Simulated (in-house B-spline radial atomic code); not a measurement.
Ionising Bi⁴⁺ with different functionals

Computed with an all-electron radial atomic-structure program (B-spline basis): scalar-relativistic (spin-free X2C) Hamiltonian, Fermi nucleus of rms radius 5.5211 fm, spin-polarised at highest spin, spherical fractional occupations for the functionals, the average over the highest-spin determinants for Hartree-Fock. The ionisation energy is the difference of two self-consistent energies, [Xe] 4f14 5d10 6s1 → [Xe] 4f14 5d10, without Breit or QED terms; ε is the level of the shell that loses the electron (its least bound occupied spin orbital). There is no spin-orbit coupling in this Hamiltonian.

| method | rung | ΔSCF (eV) | -ε(6s) (eV) |
| --- | --- | --- | --- |
| Hartree-Fock | Hartree-Fock | 54.25 | 54.50 |
| HF fractional | Hartree-Fock | 54.25 | 54.50 |
| LDA VWN5 | LDA | 57.21 | 51.79 |
| LDA PW92 | LDA | 57.20 | 51.78 |
| LDA exchange-only | LDA | ? | ? |
| PBE | GGA | 56.72 | 51.32 |
| PBEsol | GGA | 56.75 | 51.42 |
| BLYP | GGA | 56.87 | 51.37 |
| RPBE | GGA | 56.53 | 51.16 |
| PW91 | GGA | 56.85 | 51.45 |
| BP86 | GGA | 56.80 | 51.49 |
| AM05 | GGA | 56.73 | 51.41 |
| OLYP | GGA | 56.53 | 51.16 |
| TPSS | meta-GGA | 56.30 | 51.07 |
| SCAN | meta-GGA | ? | ? |
| r2SCAN | meta-GGA | 56.38 | 51.54 |
| revTPSS | meta-GGA | 56.23 | 51.06 |
| PBE0 | global hybrid | 56.29 | 52.35 |
| B3LYP | global hybrid | 56.70 | 52.36 |
| TPSSh | global hybrid | 56.17 | 51.50 |
| BHandHLYP | global hybrid | 56.06 | 53.39 |
| r2SCAN0 | global hybrid | 56.14 | 52.59 |
| B97-1 | global hybrid | 56.16 | 51.93 |
| HSE06 | range-separated hybrid | 56.31 | 51.94 |
| wB97X | range-separated hybrid | 55.73 | 54.43 |
| CAM-B3LYP | range-separated hybrid | 56.61 | 53.98 |
| LC-wPBE | range-separated hybrid | 56.19 | 55.17 |

(1) What does LDA exchange-only give?

(2) What does SCAN give?

(3) Among the functionals, which spreads more, the ΔSCF values or the orbital energies?

(4) How do they compare with the NIST value?

Answers

(1) ΔSCF 55.89 eV, and -ε(6s) = 50.54 eV.

(2) ΔSCF 56.53 eV, and -ε(6s) = 51.62 eV.

(3) The orbital energies: ΔSCF values span about 1.48 eV and the orbital energies 4.62 eV.

(4) NIST lists 54.86 eV ± 0.025 (measured, ground level to ground level). Errors run from -0.61 to +2.35 eV; Hartree-Fock is closest (-0.61 eV), though others lie within the uncertainty of it, and part of that can be cancellation, since the calculations leave out Breit-QED terms. Hartree-Fock also lacks correlation.
